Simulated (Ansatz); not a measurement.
Two isomers of C3H8AlCl: A = `C[CH]([AlH2])CCl`, B = `[CH3][AlH][CH2]CCl`.

Gas-phase electronic energies from Ansatz, PBE0-D4/def2-TZVP geometries. CBS: MP2 limit from def2 TZ/QZ plus the TZ coupled-cluster correction, frozen cores. DFT in def2-TZVPP. B3LYP here is the variant with VWN-RPA as its local correlation; programs differ in this. Each species was taken in one conformer, which may not be the lowest.

Problem. Which is lower in electronic energy at CCSD(T)/CBS, and by how much? (An estimate is asked.)

Solution. The calculation gave: B, by 53.7 kJ/mol.

Problem. Give E(B) − E(A) in kJ/mol with ωB97M-V, B3LYP-D4, CCSD(T)/def2-TZVPP, MP2/def2-TZVPP, PBE0-D4, PBE-D4, B3LYP. (Best estimate.)

Solution. Ansatz gave: ωB97M-V -55.1, B3LYP-D4 -54.4, CCSD(T)/def2-TZVPP -51.9, MP2/def2-TZVPP -52.4, PBE0-D4 -54.4, PBE-D4 -54.9, B3LYP -59.9. None reverses the order clearly.

Largest T1 diagnostic: 0.010.

The D4 term adds +5.4 kJ/mol with B3LYP and +2.7 kJ/mol with PBE0; it sums over pairs of atoms, weighted by their polarisabilities, and B3LYP, whose exchange is more repulsive, gets the larger term.
